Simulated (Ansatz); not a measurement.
FH$_{7}$N$_{2}$O$_{2}$Si$_{2}$, SMILES `N[Si@H](F)O[Si@@H](N)O`. The species carries charge 0 and has multiplicity 1.

Cartesian coordinates in Å:
```
N 1.865 0.843 0.775
Si 1.498 -0.411 -0.320
O 2.159 -1.811 0.203
O -0.135 -0.471 -0.412
Si -1.503 0.153 0.183
N -2.714 -0.054 -0.973
F -1.191 1.693 0.520
H 1.270 1.656 0.830
H 2.816 1.057 1.025
H 2.006 -0.283 -1.700
H 2.042 -2.018 1.132
H -1.917 -0.435 1.471
H -3.684 0.122 -0.774
H -2.512 -0.040 -1.959
```

Q: Give the diagnostics of a CCSD(T)/def2-TZVPP run (frozen core, Ansatz). (An estimate is asked.)

A: Computed: T1 = 0.0112, largest single amplitude 0.011, largest double 0.012, (T) share of the correlation energy 3.3 %, 9 CCSD cycles. The RHF solution is stable towards an unrestricted one. T1 lies under the customary mark of 0.02 for closed shells.
